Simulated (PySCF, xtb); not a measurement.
H2Sb, SMILES [SbH2] (connectivity only; charge and spin as stated), charge +1, multiplicity 1.

GFN2-xTB run with xtb at its own geometry gives an orbital gap of 2.08 eV.

Geometry: B3LYP-D3(BJ)/def2-TZVPD. The spin state was assumed, not searched. The isomer is the one that the SMILES or the coordinates give; other isomers of the formula were not compared. The def2 effective core potentials stand for the cores of Sb; spin–orbit coupling is left out.

What does HF/def2-TZVPD (PySCF) give? (An estimate is asked for; the answer gives what the named calculation found.)

gap 9.76 eV (levels -17.42 and -7.66 eV).
